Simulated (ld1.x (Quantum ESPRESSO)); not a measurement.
## Varying the PAW potential for Mn (Z = 25)

Base potential:

* Element: Mn
* Generator: ld1.x (Quantum ESPRESSO) 7.5
* Type: PAW
* Functional: PBE
* Relativity: scalar-relativistic
* Frozen core: [Ne]
* Valence charge: 15
* Reference configuration: 3s2 3p6 3d6 4s1 4p0
* Partial waves: 3s (bound): rcut 1.25, rcutus 1.40 bohr; 4s (bound): rcut 1.25, rcutus 1.40 bohr; 3p (bound): rcut 1.45, rcutus 1.65 bohr; 4p (bound, empty): rcut 1.45, rcutus 1.65 bohr; 3d (bound): rcut 0.85, rcutus 0.95 bohr; 3d channel at 1.8 Ry: rcut 0.85, rcutus 0.95 bohr
* Local potential: all-electron potential smoothed inside 1.60 bohr (lloc = -2)
* Core correction: Bessel-smoothed model core inside 0.60 bohr
* Augmentation charge: BESSEL, radius 0.95 bohr

Cutoffs, loose and tight: the cutoffs (Ry, on a coarse ladder) from which the occupation-weighted sum of valence levels, in a spherical-Bessel basis at the reference potential, stays within 10 and 1 mRy of its value at 400 Ry. They do not see the model core or the augmentation charge, which bear on the density cutoff. Test errors are all-electron minus pseudo excitation energies from the reference, over the configurations 3s2 3p6 3d5 4s2 4p0; 3s2 3p6 3d5 4s1 4p0; 3s2 3p6 3d5 4s0 4p0; 3s1 3p6 3d5 4s2 4p0; 3s2 3p6 3d5 4s0 4p2; 3s2 3p6 3d4 4s0 4p0; 3s2 3p6 3d5 4s1 4p1. A dash means not determined; rows that change the core or the reference have their own tests. The largest error is taken over the tests solved by every variant that gives reliable tests at all: 3s2 3p6 3d5 4s0 4p0; 3s2 3p6 3d5 4s1 4p0; 3s2 3p6 3d5 4s2 4p0.

```csv
change,outcome,"cutoff, loose","cutoff, tight",bound ghosts,largest test error (meV)
base,generated,120 Ry,200 Ry,none,+1.1
"waves 3s (bound): rcut 0.88, rcutus 0.94 bohr; 4s (bound): rcut 0.88, rcutus 0.94 bohr",generated,120 Ry,200 Ry,none,+2.0
"waves 3s (bound): rcut 1.04, rcutus 1.10 bohr; 4s (bound): rcut 1.04, rcutus 1.10 bohr",generated,120 Ry,200 Ry,none,+1.1
"waves 3s (bound): rcut 1.20, rcutus 1.28 bohr; 4s (bound): rcut 1.20, rcutus 1.28 bohr",generated,120 Ry,200 Ry,none,+1.0
"waves 3s (bound): rcut 1.25, rcutus 1.46 bohr; 4s (bound): rcut 1.25, rcutus 1.46 bohr",generated,120 Ry,200 Ry,none,+1.4
"waves 3s (bound): rcut 1.25, rcutus 1.62 bohr; 4s (bound): rcut 1.25, rcutus 1.62 bohr",generated,120 Ry,200 Ry,none,test run stopped at test 1 of 7 (negative rho)
"waves 3s (bound): rcut 1.25, rcutus 1.80 bohr; 4s (bound): rcut 1.25, rcutus 1.80 bohr",generated,120 Ry,200 Ry,none,test run stopped at test 1 of 7 (negative rho)
"waves 3s (bound): rcut 1.25, rcutus 1.96 bohr; 4s (bound): rcut 1.25, rcutus 1.96 bohr",generated,120 Ry,200 Ry,none,test run stopped at test 1 of 7 (negative rho)
"waves 3s (bound): rcut 1.25, rcutus 2.08 bohr; 4s (bound): rcut 1.25, rcutus 2.08 bohr",generated,120 Ry,200 Ry,none,test run stopped at test 1 of 7 (negative rho)
```

Reading the sweep of the s radius (base included, trends over the rows without a ghost): The loose cutoff stays near 120 Ry.
